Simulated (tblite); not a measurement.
Isomers of C6H7ClNO (doublet state). All values are computed: GFN2-xTB (tblite) harmonic vibrations without scaling, gas phase. Against measured fundamentals such values can be off by several per cent, at times by over 20. One conformer each. Open shells enter through the occupations alone, without spin polarisation, and single modes of such species can be off by tens of per cent.

Electronic energies: GFN2-xTB at the same geometries; isomer energies are rough at this level and their order can be wrong.

| SMILES | electronic energy, lowest = 0 (kcal/mol) |
| --- | --- |
| [H]/[C]=C(\C/C=C\Cl)C(N)=O | 6.4 |
| C=C(C/C=C/Cl)C([NH])=O | 0.0 |
| C=C(C/C=C\Cl)C([NH])=O | 1.4 |

**Question.** How do GFN2-xTB zero-point energies change the relative energies?

**Answer.** 
```
                    SMILES  ZPE (kcal/mol)  of it from modes above 1550 cm⁻¹  electronic (kcal/mol)  with ZPE, lowest = 0 (kcal/mol)  lowest mode (cm⁻¹)  rings
    C=C(C/C=C/Cl)C([NH])=O            71.2                              37.6                    0.0                              0.0                  29      0
    C=C(C/C=C\Cl)C([NH])=O            71.6                              35.8                    1.4                              1.8                   7      0
[H]/[C]=C(\C/C=C\Cl)C(N)=O            71.3                              39.2                    6.4                              6.5                  23      0
```

The zero-point energies span 0.4 kcal/mol, from `C=C(C/C=C/Cl)C([NH])=O` to `C=C(C/C=C\Cl)C([NH])=O`. The order is unchanged.
